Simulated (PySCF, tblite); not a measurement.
Compound: C5H11NOSi.
Structure used (GFN2-xTB), in Å, numbered top down from 1:
```
atom  x, y, z in Å
C1     0.4770   -1.3695   -1.4744
C2     0.6384   -0.6849   -0.3469
Si3    2.2736   -0.5569    0.6100
N4     2.8331    1.0521    0.3574
C5    -0.4187    0.1207    0.2873
O6    -0.1181    0.8592    1.2052
C7    -1.8429   -0.0041   -0.2092
C8    -2.8120    0.8450    0.6027
H9     1.2950   -1.9285   -1.8983
H10   -0.4483   -1.4015   -2.0310
H11    3.2689   -1.4184   -0.0322
H12    2.0308   -1.0035    1.9876
H13    2.1917    1.7927    0.5988
H14    3.7581    1.2885    0.6801
H15   -1.8628    0.3040   -1.2577
H16   -2.1289   -1.0580   -0.1671
H17   -3.8262    0.7299    0.2279
H18   -2.7874    0.5488    1.6485
H19   -2.5313    1.8936    0.5439
```

Jobs on this species (19 atoms, 70 electrons) with PySCF (density fitting) and tblite. Hardware of each: an Arm Neoverse N1 with one thread, on a shared host. Other jobs ran on the host; a repeat could differ by tens of per cent or more.

```json
{"level and settings": "PBE0/pcSseg-1", "work": "shieldings, charges and field gradients, density and orbital grids written", "basis functions": "198", "SCF cycles": "?", "wall time": "?"}
{"level and settings": "GFN2-xTB", "work": "Hessian by finite differences", "basis functions": "–", "SCF cycles": "–", "wall time": "1.2 s"}
{"level and settings": "GFN2-xTB", "work": "L-BFGS relaxation", "basis functions": "–", "SCF cycles": "–", "wall time": "1.2 s"}
```

Fill in the missing figures.

- PBE0/pcSseg-1; shieldings, charges and field gradients, density and orbital grids written: 76 s, 14 SCF cycles

What do all jobs in the table cost together?

About 78 s; the longest takes about 97 % of that, and about 63 times as long as the shortest.
